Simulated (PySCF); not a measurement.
PySCF input for B-trichloroborazine (B₃Cl₃H₃N₃), SMILES N1B(Cl)NB(NB1Cl)Cl, PBE/pcSseg-1. Geometry: B3LYP-D3(BJ)/def2-SVP.

```python
import numpy as np
from pyscf import gto, scf, dft
from pyscf.prop.nmr import rks as nmr

mol = gto.M(
    atom='''
    Cl    3.21722127    0.00000000    0.00000000
    B     1.43473694   -0.00000000   -0.00000000
    N     0.70730448   -1.22508730    0.00000000
    B    -0.71736847   -1.24251863   -0.00000000
    Cl   -1.60861064   -2.78619535    0.00000000
    N    -1.41460897   -0.00000000   -0.00000000
    B    -0.71736847    1.24251864   -0.00000000
    Cl   -1.60861063    2.78619535    0.00000000
    N     0.70730449    1.22508730   -0.00000000
    H     1.21408498   -2.10285689    0.00000000
    H    -2.42816998   -0.00000000   -0.00000000
    H     1.21408499    2.10285688   -0.00000000
    ''',
    basis='pcSseg-1',
    charge=0,
    spin=0,
    max_memory=1600,
    verbose=3,
)
mf = dft.RKS(mol, xc='pbe').density_fit(auxbasis='def2-universal-jkfit')
mf.grids.level = 3
mf.conv_tol = 1e-10
mf.max_cycle = 100
mf.kernel()
n = nmr.NMR(mf)
n.verbose = 2
n.max_cycle_cphf = 60
sigma = n.kernel()
print('atom   isotropic/ppm   span/ppm')
for i, s in enumerate(sigma):
    w = np.linalg.eigvalsh((s + s.T) / 2)
    print(f'{mol.atom_symbol(i):2s}{i + 1:3d} {w.mean():14.3f} {w[2] - w[0]:11.3f}')
```

Output:

```
converged SCF energy = -1620.68071304485
atom   isotropic/ppm   span/ppm
Cl  1        841.220     276.034
B   2         67.752      37.598
N   3        121.111     169.457
B   4         67.752      37.600
Cl  5        841.212     276.036
N   6        121.111     169.451
B   7         67.752      37.600
Cl  8        841.212     276.036
N   9        121.111     169.457
H  10         26.081       9.266
H  11         26.081       9.266
H  12         26.081       9.266
```

The run converged.
